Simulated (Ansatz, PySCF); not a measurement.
Species: sum formula H2SiO2Br2, charge 0, multiplicity 1. 
Coordinates optimised at B3LYP-D3(BJ)/def2-TZVP (Ansatz, an electronic-structure program):
```xyz
7

Si    -0.6822     0.1277     0.1775
Br     0.0846    -0.4169    -1.8439
Br     1.0131     0.2050     1.5881
O     -1.4589     1.5539     0.0754
O     -1.7048    -0.9927     0.7472
H     -1.0319     2.2822    -0.3843
H     -2.5276    -1.1416     0.2711
```
Charge 0, spin multiplicity 1.

Dipole moments at this geometry, in debye (magnitudes).

| level | program | dipole (D) |
|---|---|---|
| revPBE/def2-TZVPD | Ansatz | 1.79 |
| r2SCAN/def2-TZVPD | PySCF | 1.85 |
| B3LYP/def2-TZVPD | Ansatz | 1.83 |
| PBE0/def2-TZVPD | Ansatz | 1.84 |
| BHLYP/def2-TZVPD | Ansatz | 1.88 |
| TPSSh/def2-TZVPD | PySCF | 1.84 |
| r2SCANh/def2-TZVPD | Ansatz | 1.87 |
| r2SCAN0/def2-TZVPD | Ansatz | 1.88 |
| HSE06/def2-TZVPD | Ansatz | 1.84 |
| LC-wPBE/def2-TZVPD | Ansatz | [?] |
| wB97M-V/def2-TZVPD | Ansatz | 1.86 |
| wB97X-V/def2-TZVPD | Ansatz | 1.87 |
| CCSD(T)/def2-SVPD | Ansatz | [?] |

Question: Some entries are withheld; supply them.

Answer: 
- LC-wPBE/def2-TZVPD, dipole (D): 1.90
- CCSD(T)/def2-SVPD, dipole (D): 1.83
